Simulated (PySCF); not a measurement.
**LiSb, PBE0: how much the basis matters**

PySCF, UKS reference; triplet, unpaired electrons π ↑↑; De to Li + Sb without counterpoise correction.

```json
{"basis": "def2-SVP", "relativity": "scalar-relativistic core potentials", "functions": "35", "Re (Å)": "2.618", "ωe (cm⁻¹)": "395", "De (eV)": "1.52", "μ (D)": "-6.55"}
{"basis": "x2c-SVPall", "relativity": "spin-free X2C", "functions": "45", "Re (Å)": "2.614", "ωe (cm⁻¹)": "400", "De (eV)": "1.55", "μ (D)": "-6.30"}
{"basis": "aug-cc-pVDZ/aug-cc-pVDZ-PP", "relativity": "scalar-relativistic core potentials", "functions": "55", "Re (Å)": "2.624", "ωe (cm⁻¹)": "396", "De (eV)": "1.52", "μ (D)": "-6.41"}
```

(1) How does each smaller set differ from the one with most functions, aug-cc-pVDZ/aug-cc-pVDZ-PP?

A positive dipole means Li(−)Sb(+). These are scalar-relativistic numbers at best; spin–orbit coupling would shift them, the dissociation energy most. The state is the lowest determinant that a PBE0 search found; another state may lie lower at other levels.

## Answers

(1) def2-SVP: -0.6 pm, -0.3 % in ωe, +0.00 eV in De; x2c-SVPall: -1.0 pm, +1.0 % in ωe, +0.03 eV in De. All at PBE0; the set with most functions is neither the basis-set limit nor always the best. The rows treat relativity differently, so the differences are not basis effects alone.
